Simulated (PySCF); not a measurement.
Sn(I)(NH2), SMILES [NH2][Sn][I] (H2INSn), B3LYP/def2-SVP optimised geometry.

```
5

Sn    -0.87    -1.34     0.00
I      1.94    -1.34     0.00
N     -1.05     0.69     0.00
H     -0.26     1.34     0.00
H     -1.94     1.18     0.00
```

Density from B3LYP/def2-TZVP, def2 effective core potentials past Kr run with PySCF 2.14.0 at that geometry. The core electrons that the potentials of I, Sn replace are not part of the density.

Minimum of the electron density along straight lines between bonded atoms, close to the bond critical point (lines longer than 1.1 times the sum of covalent radii, or with two minima, are not listed):

```
bond    length / Å  ρ at the minimum / e bohr⁻³  ∇²ρ there / e bohr⁻⁵  position (fraction from the first atom)
------  ----------  ---------------------------  --------------------  ---------------------------------------
Sn1–I2       2.806                            ?                     ?                                     0.46
Sn1–N3       2.040                            ?                  0.36                                     0.51
N3–H4        1.018                        0.329                 -1.58                                     0.74
N3–H5        1.018                        0.329                 -1.54                                     0.73
```

Question: What belongs in the gaps?

Answer: 
- Sn1–I2, ρ at the minimum / e bohr⁻³: 0.054
- Sn1–I2, ∇²ρ there / e bohr⁻⁵: 0.05
- Sn1–N3, ρ at the minimum / e bohr⁻³: 0.110
